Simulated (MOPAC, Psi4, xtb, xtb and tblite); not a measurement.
Conformational energy of C2H6BF3Si, SMILES BCC[Si](F)(F)F. Scanned: dihedral B1–C2–C3–Si4; all other coordinates were relaxed at GFN2-xTB. Points at φ and −φ are mirror images. Heavy atoms are numbered in the order of the SMILES BCC[Si](F)(F)F, hydrogens after them in the order of the atoms that carry them; the mirror image has the same energies with the sign of each dihedral reversed.

Methods: PM3, restricted, heats of formation // GFN2-xTB (MOPAC); GFN1-xTB // GFN2-xTB (xtb); GFN2-xTB (xtb and tblite); MP2/cc-pVTZ = DF-MP2 (frozen core)/cc-pVTZ // GFN2-xTB in Psi4.

Energies relative to the lowest point of each profile, in kJ/mol; the last columns give the difference from MP2:

```tsv
φ / °	PM3	GFN1-xTB	GFN2-xTB	MP2/cc-pVTZ	PM3 − MP2/cc-pVTZ	GFN1-xTB − MP2/cc-pVTZ	GFN2-xTB − MP2/cc-pVTZ
-160	0.5	1.1	3.0	1.2	-0.7	-0.1	1.8
-140	2.6	4.0	7.2	5.2	-2.7	-1.2	2.0
-120	5.2	5.7	10.1	8.8	-3.6	-3.1	1.4
-100	4.0	3.8	6.3	4.7	-0.7	-0.9	1.6
-80	3.4	0.9	1.0	1.0	2.4	0.0	0.1
-60	4.9	0.7	0.0	3.3	1.6	-2.6	-3.3
-40	7.7	1.2	3.7	4.4	3.2	-3.3	-0.7
-20	12.6	3.7	10.6	8.8	3.8	-5.2	1.7
0	15.9	6.1	14.9	13.3	2.6	-7.2	1.6
20	12.6	3.7	10.6	8.8	3.8	-5.2	1.7
40	7.7	1.2	3.7	4.4	3.2	-3.3	-0.7
60	4.9	0.7	0.0	3.3	1.6	-2.6	-3.3
80	3.4	0.9	1.0	1.0	2.4	0.0	0.1
100	4.0	3.8	6.3	4.7	-0.7	-0.9	1.6
120	5.2	5.7	10.1	8.8	-3.6	-3.1	1.4
140	2.6	4.0	7.2	5.2	-2.7	-1.2	2.0
160	0.5	1.1	3.0	1.2	-0.7	-0.1	1.8
180	0.0	0.0	1.4	0.0	0.0	0.0	1.4
```

PM3 is furthest from MP2/cc-pVTZ at -20 (3.8 kJ/mol, above); its mean absolute difference over the points is 2.2 kJ/mol.

GFN1-xTB is furthest from MP2/cc-pVTZ at 0 (-7.2 kJ/mol, below); its mean absolute difference over the points is 2.2 kJ/mol.

GFN2-xTB is furthest from MP2/cc-pVTZ at -60 (-3.3 kJ/mol, below); its mean absolute difference over the points is 1.6 kJ/mol.
